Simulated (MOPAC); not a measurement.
MOPAC input (MNDO):

```
MNDO PRECISE GNORM=0.05 LET XYZ UHF MS=0.5 GEO-OK AUX(PRECISION=9) THREADS=1
CN

C    -0.00000000 1   -0.00000000 1   -0.62581252 1
N     0.00000000 1    0.00000000 1    0.53641073 1
```

From the output:

```
                                                       MOPAC v23.2.5 Linux

          FINAL HEAT OF FORMATION =        126.34509 KCAL/MOL =     528.62787 KJ/MOL

          COSMO AREA              =         60.19 SQUARE ANGSTROMS
          COSMO VOLUME            =         42.75 CUBIC ANGSTROMS

          GRADIENT NORM           =          0.00799          =       0.00565 PER ATOM
          IONIZATION POTENTIAL    =         13.650962 EV
          ALPHA SOMO LUMO (EV)    =        -13.651  1.431
          BETA  SOMO LUMO (EV)    =        -13.651 -2.830
          NO. OF ALPHA ELECTRONS  =          5
          NO. OF BETA  ELECTRONS  =          4
          MOLECULAR WEIGHT        =         26.0177         POINT GROUP:  C*v

          MOLECULAR DIMENSIONS (Angstroms)

            Atom       Atom       Distance
            N     2    C     1     1.15457
            N     2    C     1     0.00000
            C     1    N     2     0.00000

          SCF CALCULATIONS        =          6

   ATOM   CHEMICAL          X               Y               Z
  NUMBER   SYMBOL      (ANGSTROMS)     (ANGSTROMS)     (ANGSTROMS)

     1       C          0.00000000  *   0.00000000  *  -0.62198798  *
     2       N          0.00000000  *   0.00000000  *   0.53258619  *

                             CARTESIAN COORDINATES

   1    C        0.000000000     0.000000000    -0.621987981
   2    N        0.000000000     0.000000000     0.532586191

           Empirical Formula: C N  =     2 atoms

      MOLECULAR POINT GROUP   :   C*v

          ALPHA EIGENVALUES
 -37.86137 -18.82405 -13.91007 -13.91007 -13.65134   1.43103   1.43103   6.62748

           BETA EIGENVALUES
 -37.41843 -16.13602 -13.65096 -13.65096  -2.82962   1.94063   1.94063   6.86403

              NET ATOMIC CHARGES AND DIPOLE CONTRIBUTIONS

  ATOM NO.   TYPE          CHARGE      No. of ELECS.   s-Pop       p-Pop
    1          C           0.115047        3.8850     1.48231     2.40264
    2          N          -0.115047        5.1150     1.81588     3.29917
 DIPOLE           X         Y         Z       TOTAL
 POINT-CHG.     0.000    -0.000    -0.638     0.638
 HYBRID         0.000     0.000    -0.691     0.691
 SUM            0.000    -0.000    -1.329     1.329

          ATOMIC ORBITAL ELECTRON POPULATIONS

     Atom    s        px        py        pz
    1  C   1.48231   0.84045   0.84045   0.72173
    2  N   1.81588   1.15955   1.15955   0.98008

                    (SZ)    =    0.500000
                    (S**2)  =    0.786207

          ATOMIC ORBITAL SPIN POPULATIONS

    Atom   Total    s     px     py     pz
         Atomic
    1  C  1.0139  0.226  0.127  0.127  0.534
    2  N -0.0139 -0.012 -0.127 -0.127  0.251

 **********************
 *                    *
 * JOB ENDED NORMALLY *
 *                    *
 **********************

 == MOPAC DONE ==
```

The geometry given is a B3LYP-D3(BJ)/def2-TZVP minimum.
